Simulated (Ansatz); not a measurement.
A structure drawn as `C[O][Ga]([OH])[OH]`, with this starting geometry:

```xyz
10

C     0.993   -1.240    0.024
O     0.167   -1.003   -1.052
Ga   -0.642    1.324   -0.936
O     0.113    2.248   -0.195
O    -2.292    0.248   -0.274
H     1.355   -2.215    0.066
H     0.371   -1.022    0.959
H     1.792   -0.482    0.000
H     0.251    1.906    0.732
H    -2.107    0.235    0.676
```

The species carries charge 0 and has multiplicity 1.

Question: Does it keep its bonds when Ansatz relaxes it at PBE-D4/def2-SVP and then PBE0-D4/def2-TZVP?

Answer: Yes, every drawn bond is still there and no new one forms.

Question: Give the relaxed structure. (Best estimate.)

Answer: Computed: 
Z-matrix (Å, degrees):
```
C
O 1 1.410
H 1 1.096 2 113.4
H 1 1.095 2 109.4 3 -120.8
H 1 1.095 2 109.5 3 120.9
Ga 2 1.761 1 122.0 3 -1.2
O 6 1.774 2 117.5 1 -179.8
O 6 1.783 2 117.5 1 0.2
H 7 0.959 6 114.3 2 -179.9
H 8 0.959 6 115.0 2 179.9
```
All modes are real.

Atoms count as bonded under 1.1 times the sum of their covalent radii (H–H under 0.85 Å, pairs among N, O and F under 1.55 Å), and a drawn bond as lost past 1.3 times.
